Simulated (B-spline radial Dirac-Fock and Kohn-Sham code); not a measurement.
## In²⁺ 2s: cross section and angular parameters

System: In²⁺, configuration 1s2 2s2 2p6 3s2 3p6 3d10 4s2 4p6 4d10 5s1; threshold 4232.8 eV (orbital energy of the model). The computed values come from a radial finite-basis atomic code: Dirac-Hartree-Slater photoionisation with a Latter tail; cross sections with all multipoles, angular parameters from the dipole term and its interference with E2.

| hν (eV) | σ (kb) | β | γ |
| --- | --- | --- | --- |
| 4790 | 24.9 | 1.992 | 0.460 |
| 5414.7 | ? | ? | ? |
| 6000 | 16.8 | 1.992 | -0.033 |
| 6360 | 15.1 | 1.993 | -0.073 |
| 8047.8 | 9.71 | 1.993 | -0.045 |
| 12000 | 4.31 | 1.993 | 0.401 |
| 15000 | 2.66 | 1.993 | 0.772 |

Q: Give the values at Cr Kα (5414.7 eV).

A: σ = 20.2 kb, β = 1.992, γ = 0.105. For an s subshell δ is negligible.
